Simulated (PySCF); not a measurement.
Vertical excitations of a molecule C₄H₈BN from PySCF with TDDFT-PBE/def2-SVPD, as energy in eV (oscillator strength): 5.21 (0.000), 5.42 (0.000), 6.18 (0.003), 6.39 (0.003), 6.44 (0.089), 6.50 (0.001), 6.53 (0.000), 6.63 (0.000), 6.71 (0.023), 7.08 (0.010). Lowest triplet (TDA): 4.31 eV. Geometry optimised at B3LYP-D3(BJ)/def2-SVP. One conformer was computed; it need not be the lowest.

Identify the compound among the candidates.
A) NB1CC=CC1
B) C#CB(C)NC
C) NB1C=CCC1
D) CB1CN=C1C

A, NB1CC=CC1
